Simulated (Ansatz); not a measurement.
H3FSi2, SMILES `F[Si][SiH3]` (lower singlet) (charge 0, multiplicity 1). This singlet lies 1.07 eV below the relaxed triplet at the level frozen-core CCSD(T)/cc-pVTZ // PBE0-D3(BJ)/def2-TZVP (Ansatz, a program for electronic structure).

Level of theory: r2SCAN0/cc-pVTZ // PBE0-D3(BJ)/def2-TZVP run with Ansatz.

Ansatz 0.2 input:
```yaml
crystal:
  periodic: [false, false, false]
  atoms:
    - { symbol: F, position_ang: [2.417337, 0.508288, -0.347001] }
    - { symbol: Si, position_ang: [1.675396, -0.756556, 0.333825] }
    - { symbol: Si, position_ang: [-0.633412, -0.020971, 0.032868] }
    - { symbol: H, position_ang: [-1.361777, -1.062837, -0.752006] }
    - { symbol: H, position_ang: [-0.808716, 1.295472, -0.641866] }
    - { symbol: H, position_ang: [-1.28883, 0.036605, 1.374179] }
basis:
  gaussian: { orbitals: cc-pVTZ }
hamiltonian:
  xc: r2scan0
```

Output:

```
Functional definition: r2SCAN0
894 factors; their error is unknown
mean field evaluation 1: about -18517.1826 eV, gradient 3.2e1 eV
mean field evaluation 2: about -18514.7327 eV, gradient 5.4e1 eV
mean field evaluation 4: about -18518.9712 eV, gradient 1.3e0 eV
mean field evaluation 8: about -18519.0388 eV, gradient 1.5e-1 eV
mean field -18519.03886567 eV, -680.5621256582 hartree, gradient 3.9e-5 eV, S^2 0.000000; 0 other end points of the search recorded, 0 dependent functions left out
reference -18519.03887424 eV, -680.5621259728 hartree; 20, 20 occupied and 120, 120 virtual orbitals, 894 factors
Total energy: -18519.03887424 eV, -680.5621259728 hartree
```
